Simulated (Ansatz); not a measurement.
Molecule: VO₃, charge 0, multiplicity 2. The spin state was set by rule; other spins were not relaxed. 
Coordinates optimised at B3LYP-D3(BJ)/def2-TZVP (Ansatz, a first-principles code):
```xyz
4

V      0.0311    -0.2863     0.3210
O     -0.0281    -1.6952    -0.4087
O      0.6912     1.2632    -0.3234
O     -0.7524     1.2551    -0.1907
```
Charge 0, spin multiplicity 2.

Quantity: vertical ionisation energy (to the triplet state of charge +1; each state is the SCF solution reached for its spin; the UHF <S^2> is 2.86 for the triplet (pure: 2.00) and 1.28 for the doublet (pure: 0.75); for the triplet the Hartree-Fock reference is unstable and T1 is 0.113; for the doublet T1 is 0.085), in eV. Valence correlation only, unless marked. UHF or UKS for open shells. Spin-orbit coupling is left out. The frozen core is the preceding noble-gas configuration, with the filled d and f shells of earlier blocks. Non-relativistic.  The program attaches cautions to a run behind CCSD/def2-SVPD: large difference.

```csv
level,program,vertical ionisation energy (eV)
SVWN5/def2-TZVPD,Ansatz,10.18
PBE/def2-TZVPD,Ansatz,9.82
BHLYP/def2-TZVPD,Ansatz,9.81
wB97X-V/def2-TZVPD,Ansatz,9.85
RI-MP2/def2-QZVPPD,Ansatz,11.28
CCSD/def2-SVPD,Ansatz,9.50
```
